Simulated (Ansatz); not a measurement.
Reaction (isomerisation): `F[SiH2]CBr` → `FC[SiH2]Br`

Isolated molecules relaxed with PBE0-D4/def2-TZVP in Ansatz; ΔE leaves out vibrations. CBS: MP2 limit from def2 TZ/QZ plus the TZ coupled-cluster correction, frozen cores. Functionals use def2-TZVPP. B3LYP here is the variant with VWN-RPA as its local correlation; programs differ in this. HSE06 is defined as in plane-wave codes. For Br outer-core shells are correlated without core-valence functions, which leaves a few kJ/mol of doubt a bond. Scalar relativity is left out up to krypton. One conformer a species, not always the lowest.

```tsv
level	ΔE (kJ/mol)	difference from CCSD(T)/CBS
PBE-D4	75.5	-15.7
revPBE-D4	76.1	-15.1
BLYP-D4	83.1	-8.1
r2SCAN-D4	82.9	-8.3
B97M-V	86.2	-5.0
B3LYP-D4	84.1	-7.1
r2SCANh-D4	83.3	-7.9
r2SCAN0-D4	83.7	-7.5
HSE06-D4	77.4	-13.8
BHLYP-D4	86.3	-4.9
CAM-B3LYP-D4	85.1	-6.1
ωB97X-V	81.4	-9.8
ωB97M-V	83.9	-7.3
B2PLYP	89.1	-2.1
PBE-QIDH	86.4	-4.8
PBE	74.8	-16.4
revPBE	73.2	-18.0
BLYP	81.2	-10.0
r2SCAN	82.8	-8.4
PBE0	77.1	-14.1
B3LYP	82.8	-8.4
r2SCANh	83.1	-8.1
r2SCAN0	83.6	-7.6
HSE06	76.9	-14.3
BHLYP	85.5	-5.7
CAM-B3LYP	84.5	-6.7
LC-ωPBE	79.5	-11.7
RPA@PBE/def2-TZVPP	91.1	-0.1
CCSD(T)/def2-SVP	69.2	-22.0
HF/def2-TZVPP	84.2	-7.0
MP2/def2-TZVPP	98.6	7.4
SCS-MP2/def2-TZVPP	96.6	5.4
CCSD/def2-TZVPP	91.9	0.7
CCSD(T)/def2-TZVPP	92.4	1.2
HF/def2-QZVPP	86.2	-5.0
MP2/def2-QZVPP	98.6	7.4
SCS-MP2/def2-QZVPP	96.8	5.6
HF/CBS(def2)	86.5	-4.7
MP2/CBS(def2)	97.4	6.2
CCSD/CBS(def2)	90.7	-0.5
CCSD(T)/CBS	91.2	0
```

Largest T1 diagnostic among the species: 0.009.

From BLYP to BHLYP (50 % exact exchange), in def2-TZVPP and without D4, ΔE moves by +4.3 kJ/mol. At CCSD(T), def2-SVP lies −22.0 kJ/mol from the extrapolated value and def2-TZVPP +1.2 kJ/mol.

CCSD(T)/CBS has its own doubt, a few kJ/mol and more with outer-core shells, so smaller differences from it don't rank the levels.
